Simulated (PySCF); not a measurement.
## Ionisation energy of He⁺ by level of theory

He⁺ 1s1 (2S) → He²⁺ (bare nucleus), as a difference of total energies. All numbers are calculated (PySCF 2.14, scalar relativity by spin-free X2C-1e, in aug-cc-pVQZ-DK). The calculations carry no spin-orbit coupling.

**Question.** Order these methods by the ionisation energy they give, lowest first.
A. LDA
B. r2SCAN
C. PBE0
D. PBE

**Answer.** A (52.835 eV), D (54.252 eV), C (54.332 eV), B (54.425 eV).

For comparison: 54.418 eV (theoretical estimate listed by NIST; NIST Atomic Spectra Database, ionization energies).
